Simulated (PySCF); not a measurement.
## Excitation energy of C⁺ by level of theory

C⁺ [He] 2s2 2p1 (2P) → C⁺ [He] 2s2 3s1 (2S), as a difference of total energies. Computed with PySCF 2.14 in dyall-acv3z (15s9p4d2f, 76 functions), with the non-relativistic Hamiltonian (point nucleus). Correlated levels: valence: 1s2 frozen; valence and next inner shell: nothing frozen; virtual orbitals above 40 to 60 times the deepest correlated orbital energy dropped. The calculations carry no spin-orbit coupling.

Problem. Order these methods by the excitation energy they give, lowest first.
A. LC-wPBE
B. PW91
C. wB97X-V
D. PBE

Solution. D (14.573 eV), C (14.624 eV), B (14.645 eV), A (14.869 eV).

Errors of the correlated levels include the incompleteness of this basis and the frozen core.

For comparison: 14.444 eV (measured; NIST levels, between the centres of gravity of the two terms).
